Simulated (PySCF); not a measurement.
Isomers of CH6Si3. Isolated molecules, 0 K electronic values unless said otherwise. Strings in code marks are SMILES.

Level of theory: PBE-D3(BJ)/def2-TZVP // PBE0-D3(BJ)/def2-TZVP (PySCF). All candidates: neutral, multiplicity 1. 

```yaml
dipole_moment: 0.71 D
HOMO: -5.21 eV
LUMO: -2.39 eV
```

Task: Name which member has these values.
A. `C=[Si]1[SiH2][SiH2]1`
B. `C1[SiH]=[SiH][SiH2]1`
C. `C[SiH]1[SiH]=[SiH]1`
D. `C1=[SiH][SiH2][SiH2]1`

Result: C, `C[SiH]1[SiH]=[SiH]1`. The others give `C1=[SiH][SiH2][SiH2]1`: 0.97 D, -5.97 eV, -2.55 eV; `C=[Si]1[SiH2][SiH2]1`: 0.38 D, -5.82 eV, -3.14 eV; `C1[SiH]=[SiH][SiH2]1`: 0.69 D, -5.03 eV, -2.27 eV
